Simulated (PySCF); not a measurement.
Gas-phase reaction: 4 SnCl₃ + Br₂ ⇌ 3 SnCl₄ + SnBr₂

Computed with PySCF and rigid-rotor harmonic-oscillator thermochemistry at 1 bar. † marks an energy on the PBE0/def2-TZVP geometry and frequencies; other levels use their own. MP2 and CCSD(T) freeze the core. Open shells (unrestricted): SnCl₃ (multiplicity 2); the rest are closed-shell singlets. Sn: scalar-relativistic def2 core potential, no spin-orbit coupling. Br: all electrons, no relativistic terms. SnCl₃: computed as isolated molecules; such fragments, hydroxides, amides, oligomers or adducts are transient or little studied in the gas. MP2 isn't extrapolated to the basis-set limit; its ΔH°(298 K) is -617.4 kJ in def2-SVP and -629.7 kJ in def2-TZVPP. CCSD(T) isn't extrapolated to the basis-set limit. The harmonic model lacks anharmonicity and excited electronic states, which grow with temperature; levels with a mode under 35 cm⁻¹ are left out. Soft modes under 120 cm⁻¹ make the harmonic entropy rough for SnCl₃, SnCl₄, SnBr₂.

```
level               ΔE electronic, kJ  ΔH°(298 K), kJ  ΔS°(298 K), J/K  ΔG°(2000 K), kJ
------------------  -----------------  --------------  ---------------  ---------------
CCSD(T)/def2-SVP†                -596            -590             -218             -177
MP2/def2-TZVPP†                  -635            -630             -218             -217
PBE/def2-SVP                     -477            -471             -222              -49
r2SCAN/def2-TZVP†                -519            -513             -218             -100
LDA/def2-TZVP†                   -540            -534             -218             -121
ωB97M-V/def2-TZVP†               -567            -562             -218             -149
```
ΔH° is lowest at MP2/def2-TZVPP† and highest at PBE/def2-SVP. No reference value is set beside these.
